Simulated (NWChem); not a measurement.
C4H5O2, doublet; SMILES O=C(C)C=[C]O

```xyz
11

C      1.4149     0.6741     0.0006
C     -0.0581     1.0032     0.0002
O     -0.4576     2.1466    -0.0009
C     -1.0354    -0.1187     0.0010
C     -0.7603    -1.4217     0.0000
O      0.3573    -2.1103    -0.0004
H      1.6800     0.0690     0.8809
H      1.9862     1.6102     0.0045
H      1.6812     0.0760    -0.8842
H     -2.0837     0.1909     0.0016
H      0.1723    -3.0580    -0.0034
```
Atoms are numbered in this order, from 1.

Computed with NWChem. Spin-unrestricted. Structure relaxed at the PBE0/def2-SVP, spin-unrestricted level. No frequency run checked for a minimum. No stability test was run on the SCF state. Total energies compare along this basis series because the functional is fixed.

```csv
level,basis functions,energy (Ha),highest occupied level (eV),"lowest empty minus highest occupied level, either spin (eV)",dipole (D),<S²>
B3LYP/def2-SVP,109,-305.5552,-6.33,3.55,4.89,0.758
B3LYP/def2-SVPD,166,-305.5806,-6.67,3.50,5.02,0.759
B3LYP/def2-TZVP,216,-305.9096,-6.56,3.51,4.97,0.758
```
